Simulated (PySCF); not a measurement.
A GIAO shielding run with PySCF 2.14 (density fitting, non-relativistic, gas phase) on SMILES N#C[Si@@H]1[C@@H](C=O)C[Si@@H]1C[SiH3], C5H11NOSi3:

```
$ OMP_NUM_THREADS=1 python probes_run.py task.json out

{"job": {"kind": "nmr", "xc": "PBE0", "basis": "pcSseg-1"}, "charge": 0, "multiplicity": 1}
N     -0.380045     0.397335    -3.564369
C     -0.735744    -0.055584    -2.572897
Si    -1.240329    -0.821985    -0.939965
C     -1.807770     0.732176     0.154639
C     -2.834506     0.064320     0.938283
O     -2.585803    -0.733475     1.820447
C     -0.523669     0.934436     0.974316
Si     0.225034    -0.832786     0.900680
C      2.092120    -0.935637     0.524257
Si     2.856108     0.410314    -0.587498
H     -2.376405    -1.650767    -1.370868
H     -2.174953     1.612830    -0.365432
H     -3.881194     0.251868     0.633000
H      0.117183     1.666785     0.483126
H     -0.754065     1.312036     1.969581
H     -0.092894    -1.733986     2.010703
H      2.288481    -1.910743     0.079144
H      2.621556    -0.937184     1.476956
H      2.095802     0.501892    -1.832464
H      2.830775     1.688854     0.129442
H      4.251397     0.056242    -0.861550
```

Hardware: 1 thread of an Arm Neoverse V1, shared host. The job also computes population analyses, field gradients, ring-centre shieldings.

Task: How large is the calculation?

Result: 98 electrons, 246 basis functions and 1341 auxiliary functions.

Task: How long does it take, and how much memory does it need?

Result: 86 s of wall time, with 16 SCF cycles and 5 response iterations; peak memory 1.1 GiB. Times on a shared host scatter by some tens of per cent.
